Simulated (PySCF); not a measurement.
## Static response to an electric field

Species: C2H8BN.
Geometry (PBE0-D3(BJ)/def2-SVP, Å), atoms numbered from 1 in this order:
```
atom  x, y, z in Å
C1    -1.6799   -0.0355   -0.0678
C2    -0.3065   -0.6267    0.2519
B3     0.8808    0.1159   -0.4760
N4     1.9891    0.6088    0.2093
H5    -1.8681   -0.0275   -1.1533
H6    -2.4979   -0.6024    0.4048
H7    -1.7630    1.0069    0.2800
H8    -0.2836   -1.6791   -0.0907
H9    -0.1513   -0.6644    1.3453
H10    0.8567    0.2785   -1.6810
H11    2.7621    1.0742   -0.2471
H12    2.0991    0.5249    1.2124
```

The species is `CCBN` (C2H8BN).

Level: wB97X-D/def2-SVPD (PySCF), static field, nuclei fixed, core orbitals frozen in the response. The polarisability tensor in these axes (au):

```
x   57.25  3.70  1.88
y    3.70 44.81 -0.41
z    1.88 -0.41 48.24
```

Task: What are the eigenvalues, a third of the trace, and Δα (Δα² = ½Σ(αi − αj)² over the three pairs)?

Result: Principal values 43.61, 48.14 and 58.55 au; mean 50.10 au = 7.42 Å³ = 8.26 × 10⁻⁴⁰ C²·m²/J; Δα = 13.27 au (26 % of the mean).

Task: What is the dipole moment, and where does it point?

Result: (1.18, 0.38, 0.99) D, 1.59 D in size, pointing from the negative to the positive side. Measured along this direction, the outermost atoms are H5 at the negative end and H12 at the positive end.

Task: What depolarisation ratio follows for Rayleigh scattering of linearly polarised light, taking the static tensor?

Result: ρ = 3Δα²/(45ᾱ² + 4Δα²) = 528.1/(112946 + 704.1) = 0.00465.

Task: Give the eigenvalues of the traceless quadrupole moment Θ = ½Σq(3rr − r²1), origin at the centre of nuclear charge.

Result: -3.32, -2.02, 5.35 D·Å. The values depend on the origin, since the dipole doesn't vanish. The electronic extent ⟨r²⟩ about the same centre is 396 bohr², a root-mean-square distance of 1.86 Å for the 32 electrons.

Task: Sum over states: ᾱ = Σ f/ω², ω in Eh. What share falls to these 10 lowest TDDFT singlets (eV, f)? 7.26, 0.0018; 7.75, 0.0499; 8.20, 0.0639; 8.36, 0.1745; 8.67, 0.0434; 8.96, 0.0201; 9.00, 0.0007; 9.16, 0.0266; 9.28, 0.1416; 9.48, 0.0035.

Result: They add up to 5.29 au, 10.6 % of the 50.10 au; the largest single term is 1.85 au, from the state at 8.36 eV. Terms in order: 0.02, 0.62, 0.70, 1.85, 0.43, 0.19, 0.01, 0.23, 1.22, 0.03 au. Higher excitations give the rest. The strengths listed sum to 0.526.

Task: Orientational against electronic polarisability at 500 K (dilute gas, rigid molecules)?

Result: In Gaussian units μ²/3kT = 12.19 Å³ against 7.42 Å³, a ratio of 1.64; the Debye molar polarisation (4π/3)N_A(α + μ²/3kT) is 49.5 cm³/mol, leaving out the vibrational part.

Isolated species at its PBE0-D3(BJ)/def2-SVP geometry (one conformer only).

Note: wB97X-D ran without an empirical dispersion term, which enters the total energy and its gradient alone.
